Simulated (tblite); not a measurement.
Compound: C₅H₃ClO₂.
Bonds: O1–C2 (double), C2–Cl3, C2–C4, C4–C5 (aromatic), C5–C6 (aromatic), C6–C7 (aromatic), C7–O8 (aromatic), C4–O8 (aromatic). Hydrogens: H9 on C5; H10 on C6; H11 on C7.

Computed with GFN2-xTB (tblite), gas phase: L-BFGS steps from a force-field or distance-geometry start until the largest atomic force falls under 0.01 eV/Å.

Step 5: E = -677.6062 eV
```
atom  x, y, z in Å  |  force x, y, z in eV/Å
O1      2.7076    0.2453    0.9263    0.005  -0.015   0.075
C2      1.9866    0.3692   -0.0140    0.037   0.014  -0.047
Cl3     2.6521    0.9058   -1.5683   -0.156  -0.035   0.035
C4      0.5650    0.1208   -0.0487    0.018  -0.010   0.017
C5     -0.2486   -0.3103    0.9841    0.003   0.017  -0.063
C6     -1.5425   -0.4046    0.4466    0.040   0.020  -0.041
C7     -1.4271   -0.0287   -0.8656    0.055   0.017  -0.017
O8     -0.1721    0.2865   -1.1669    0.049   0.013  -0.030
H9      0.0675   -0.5245    1.9827    0.014  -0.002   0.039
H10    -2.4349   -0.7053    0.9536   -0.015  -0.012   0.013
H11    -2.1481    0.0484   -1.6558   -0.048  -0.008   0.018
```

Step 6: E = -677.6076 eV
```
atom  x, y, z in Å  |  force x, y, z in eV/Å
O1      2.7077    0.2453    0.9277   -0.022  -0.009   0.028
C2      1.9869    0.3689   -0.0141    0.054  -0.002   0.042
Cl3     2.6446    0.9039   -1.5656   -0.099  -0.008  -0.031
C4      0.5660    0.1208   -0.0495   -0.021  -0.028   0.062
C5     -0.2485   -0.3101    0.9838    0.026   0.033  -0.110
C6     -1.5416   -0.4039    0.4452    0.039   0.016  -0.029
C7     -1.4249   -0.0278   -0.8668    0.053   0.011   0.003
O8     -0.1696    0.2873   -1.1687    0.015  -0.005   0.007
H9      0.0673   -0.5242    1.9821    0.020  -0.005   0.052
H10    -2.4337   -0.7052    0.9533   -0.010  -0.005  -0.002
H11    -2.1489    0.0478   -1.6532   -0.055   0.002  -0.021
```

Question: Estimate the geometry and energy of step 7. (The exact step hangs on the optimiser's Hessian estimate; all steps are aligned on step 6, rigid shifts and turns removed.)

Answer: E = -677.6085 eV, largest force 0.091 eV/Å
```
atom  x, y, z in Å  |  force x, y, z in eV/Å
O1      2.7076    0.2450    0.9295   -0.014  -0.004   0.009
C2      1.9877    0.3685   -0.0134    0.023  -0.016   0.085
Cl3     2.6362    0.9021   -1.5639   -0.041   0.015  -0.080
C4      0.5669    0.1204   -0.0495   -0.003  -0.017   0.042
C5     -0.2475   -0.3096    0.9825    0.001   0.010  -0.045
C6     -1.5407   -0.4032    0.4436    0.052   0.017  -0.027
C7     -1.4222   -0.0268   -0.8682   -0.002  -0.003   0.015
O8     -0.1671    0.2878   -1.1701    0.006  -0.012   0.027
H9      0.0673   -0.5238    1.9820    0.014   0.001   0.023
H10    -2.4324   -0.7052    0.9527   -0.005   0.001  -0.016
H11    -2.1505    0.0473   -1.6511   -0.031   0.009  -0.034
```

The energy changes by -0.0009 eV. The first-order estimate −F·Δx gives -0.0014 eV and the mean of the old and new forces, exact on a quadratic surface, -0.0009 eV. The step makes an angle of 54° with the force vector and moves no atom by more than 0.009 Å.

Hardware: an x86-64 server with one thread, on a shared host.
